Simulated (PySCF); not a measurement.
- PBE0/pcSseg-1 with gauge-including orbitals
- GFN2-xTB geometry
- program: PySCF
- in vacuum, one averaged value for each set of equivalent atoms, non-relativistic, a single conformation

Referencing at the same level of theory: 1H and 13C vs TMS. Shifts are as computed. Against solution values, carbons near 30 ppm lie about +3 ppm off and those near 130 ppm about +5 ppm. Of 1309 compounds with measured shifts, 239 miss one by over three times the rms of a fit or turn the order of signals round; such compounds aren't used in these exercises. OH and NH positions are gas-phase values without hydrogen bonding to other molecules.

Question: Order these molecules by the shift of their most deshielded carbon-bound hydrogen, lowest δ first.
A. O=c1cc1CF
B. CO[C@@H](C=O)[Si@@H](N)O[SiH3]
C. C/N=C/[C@@H]1[SiH2][C@@]1(F)C(F)F
D. O=C1CC=C1F

Answer: D (7.56 ppm, hydrogen on a β carbon of a C=C–C=O unit), C (8.30 ppm, hydrogen on a C=N carbon), A (8.77 ppm, hydrogen on a unsaturated ring CH), B (10.31 ppm, hydrogen on an aldehyde carbonyl carbon).

Question: Order these molecules by the shift of their most deshielded carbon, lowest δ first.
A. Fc1ccoc1
B. CO[C@@H](C=O)[Si@@H](N)O[SiH3]
C. O=c1cc1CF

Answer: A (165.3 ppm, aromatic carbon bearing fluorine), C (181.9 ppm, unsaturated ring carbon), B (216.6 ppm, aldehyde carbonyl carbon).

Question: How many 13C and 1H signals does each give (equivalence by symmetry and fast rotation, but not about amide C–N or C=N bonds)? `O=C1CC=C1F`, `O=c1cc1CF`, `CO[C@@H](C=O)[Si@@H](N)O[SiH3]`, `C/N=C/[C@@H]1[SiH2][C@@]1(F)C(F)F`, `Fc1ccoc1`

Answer: O=C1CC=C1F: 4 C, 2 H; O=c1cc1CF: 4 C, 2 H; CO[C@@H](C=O)[Si@@H](N)O[SiH3]: 3 C, 6 H; C/N=C/[C@@H]1[SiH2][C@@]1(F)C(F)F: 5 C, 6 H; Fc1ccoc1: 4 C, 3 H.
